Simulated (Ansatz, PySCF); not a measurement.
Stretching the Sn1–H2 bond in H4Sn (SMILES [SnH4]) (multiplicity 1 held, fragments rigid). Energies count from the point at 1.709 Å.
Geometry at that point (charge 0, multiplicity 1):
```xyz
5

Sn     0.0000     0.0000     0.0000
H      1.3017     0.6999    -0.8572
H      0.6024    -0.8591     1.3484
H     -1.0572     1.2310     0.5349
H     -0.8469    -1.0719    -1.0261
```

R- and RO- levels are restricted; in cc, def2 and unpolarised 6-31G sets they are followed outwards from rest. Unrestricted levels (U-) break spin symmetry where that is lower. Active spaces are followed from a long bond inwards. Curves can end on different states.

Cores are frozen in the correlated methods. Filled d and f shells under p-block atoms count as core. Rows in LANL2DZ carry no dispersion term and start afresh at each structure. LANL2DZ brings its own core potentials from Na on.

Codes used: Ansatz (a program for electronic structure); PySCF for LANL2DZ rows. Each number belongs to the level named beside it. In def2 rows elements past Kr take small-core potentials, without spin–orbit coupling.

Energies in eV.

```tsv
R (Å)	U-HF/LANL2DZ	R-SCS-MP2/def2-TZVPP	U-SCS-MP2/def2-TZVPP	FIC-NEVPT4(SD) on CASSCF(2,2)/def2-TZVPP	FIC-MRCISD on CASSCF(2,2)/def2-TZVPP	FIC-MRCISD+Q on CASSCF(2,2)/def2-TZVPP
1.367	1.29	1.42	1.42	1.44	1.44	1.44
1.538	0.25	0.28	0.28	0.29	0.29	0.29
1.709	0.00	0.00	0.00	0.00	0.00	0.00
1.879	0.19	0.17	0.17	0.15	0.15	0.15
2.050	0.60	0.55	0.55	0.50	0.50	0.51
2.307	1.40	1.28	1.28	1.16	1.16	1.17
2.563	1.98	2.02	2.35	1.81	1.81	1.82
2.990	2.39	3.09	3.07	2.63	2.63	2.65
3.417	2.52	3.86	3.30	3.09	3.08	3.11
3.930	2.57	4.42	3.37	3.31	3.31	3.33
4.613	2.58	4.63	3.40	3.39	3.38	3.41
5.467	2.59	4.27	3.40	3.40	3.40	3.43
```

Doubts at one or more of the structures used: a spin-contaminated determinant (U-HF/LANL2DZ, U-SCS-MP2/def2-TZVPP); a restricted determinant that unrestricted orbitals would lower (R-SCS-MP2/def2-TZVPP).
